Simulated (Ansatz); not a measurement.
Consider the formal exchange of groups at a C–Zn bond: `C/C=[C](/F)[ZnH]` + CH₄ → `C/C=C(/C)F` + `[ZnH2]`.

Program: Ansatz. Geometries: PBE0-D4/def2-TZVP. ΔE: electronic, gas phase. CBS: MP2 limit from def2 TZ/QZ plus the TZ coupled-cluster correction, frozen cores. This one scheme is used for every species. Double bonds are as drawn, so ΔE can hold a change between cis and trans. Functionals use def2-TZVPP. B3LYP here is the variant with VWN-RPA as its local correlation; programs differ in this. For Zn outer-core shells are correlated without core-valence functions, which leaves a few kJ/mol of doubt a bond. Scalar relativity is left out up to krypton.

Task: Is it downhill or uphill in electronic energy at CCSD(T)/CBS, and by how much? (Best estimate.)

Result: Ansatz gave: Uphill: ΔE = +18.0 kJ/mol.

Task: What do these levels give: B3LYP-D4, PBE-QIDH, BLYP, RPA@PBE/def2-TZVPP, MP2/def2-TZVPP, CCSD(T)/def2-TZVPP? (Estimate.)

Result: Computed: B3LYP-D4 15.2, PBE-QIDH 11.5, BLYP 21.2, RPA@PBE/def2-TZVPP 15.7, MP2/def2-TZVPP 18.7, CCSD(T)/def2-TZVPP 15.7 kJ/mol.

Task: What do rigid-rotor, harmonic-oscillator terms from PBE0-D4/def2-TZVP frequencies (298.15 K, 1 bar) make of the CCSD(T)/CBS value? (An estimate is asked.)

Result: Computed: ΔZPE = -1.7 kJ/mol, ΔH = +14.3 kJ/mol, ΔS = -7 J/(mol·K), ΔG = +16.5 kJ/mol.

Largest T1 diagnostic among the species: 0.016.

Leaving LDA and LC-ωPBE aside and taking each functional with its dispersion term where it has one, the values, not all of them listed here, spread over 15.2 kJ/mol, from B97M-V to BLYP-D4. LDA lies −10.8 kJ/mol from PBE without D4. From PBE to PBE0 (25 % exact exchange), in def2-TZVPP and without D4, ΔE moves by −5.8 kJ/mol.
